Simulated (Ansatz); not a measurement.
Here is a job for Ansatz (a program for electronic structure).
Ansatz 0.2 input:
```yaml
crystal:
  periodic: [false, false, false]
  atoms:
    - {symbol: N, position_ang: [-1.18045782, 0.14965017, -0.08020367]}
    - {symbol: N, position_ang: [-0.08895395, -0.30612606, 0.07825784]}
    - {symbol: O, position_ang: [1.11073531, 0.13691641, 0.00170260]}
basis:
  gaussian:
    orbitals: def2-SVPD
hamiltonian:
  xc: {name: wB97X}
total_charge: -1
magnetization: {spin_polarized: true, initial_magnetization: 1}
```

Q: What does this run give for the <S^2>, total energy, number of basis functions?

A: 
```json
{
  "<S^2>": "0.756",
  "total_energy": "-184.475982 Ha",
  "number_of_basis_functions": "63"
}
```

A gas-phase anion may not be bound at this level; its values then depend on the basis.
